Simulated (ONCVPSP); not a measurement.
## PBEsol ONCV dataset for O, scalar-relativistic all-electron reference.

O, optimised norm-conserving Vanderbilt (ONCV), made with ONCVPSP 4.0.1 (PBEsol, scalar-relativistic). Core [He], reference 2s2 2p2 (charge +2). Waves: 2s: rc 0.85 bohr, ncon 4, nbas 8, qcut 6.8 1/bohr, 2 projectors, debl 3.6 Ha; 2p: rc 1.05 bohr, ncon 3, nbas 7, qcut 11.9 1/bohr, 2 projectors, debl 0.5 Ha; d scattering state at 0.11 Ha: rc 1.05 bohr, ncon 4, nbas 7, qcut 9.3 1/bohr, 2 projectors, debl 2.6 Ha. Local part: polynomial inside 0.80 bohr (lpopt 5, dvloc0 6 Ha). Core correction: polynomial model core, fcfact 0.4.

In the p channel the program set the typed energies aside and used -1.584, 0.250 Ha.

All-electron outer shells of the reference configuration (PBEsol, scalar-relativistic, ld1.x):

| shell | level (eV) | outermost node (bohr) | outermost maximum (bohr) |
| --- | --- | --- | --- |
| 1s | -555.75 | – | 0.13 |
| 2s | -58.13 | 0.28 | 0.84 |
| 2p | -43.11 | – | 0.75 |

What the tests gave:

| Item | Value |
| --- | --- |
| Cutoffs needed | 181 Ha and 238 Ha (the cutoffs (Ha) at which the residual kinetic energy of the hardest occupied pseudo-wave falls to 1 and 0.1 mHa per electron) |
| Ghost test | no bound ghost flagged; no localised positive-energy state flagged |
| Largest excitation error | +204 meV (all-electron minus pseudo) for 2s0 2p6, out of 4 test configurations |
| rms error of d²Exc/dni dnj | 4.05 mHa without and 2.37 mHa with the model core |

Generation and tests took about 3.5 s on one core of a shared server CPU.
